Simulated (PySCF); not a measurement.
Radial density of Zn (zinc, neutral)

UHF, [Ar] 3d9 4s2 4p1, one real determinant (an excited configuration). Calculation: PySCF 2.14, in dyall-av2z (16s12p7d2f, 101 functions); no relativity, point nucleus.

```
r (bohr)  4πr²ρ (e/bohr)  4πr²(ρα − ρβ)
0.000851          0.1594         0.0000
 0.00143          0.4361         0.0000
 0.00241           1.163         0.0000
 0.00405           2.984         0.0000
 0.00681           7.151        -0.0001
  0.0115           15.34        -0.0002
  0.0193           27.29        -0.0002
  0.0324           36.02         0.0007
  0.0545           32.34         0.0049
  0.0917           30.47         0.0215
   0.154           41.75         0.1016
   0.259           27.30         0.4623
   0.436           21.19         1.1614
   0.734           20.87         1.0853
    1.23           5.608         0.3837
    2.08           1.591         0.3043
    3.49          0.6643         0.2744
    5.88         0.07529         0.0555
    9.88        0.001069         0.0010
```

⟨L²⟩ = 8.00 against 12 for a pure F term, so this real determinant mixes terms.
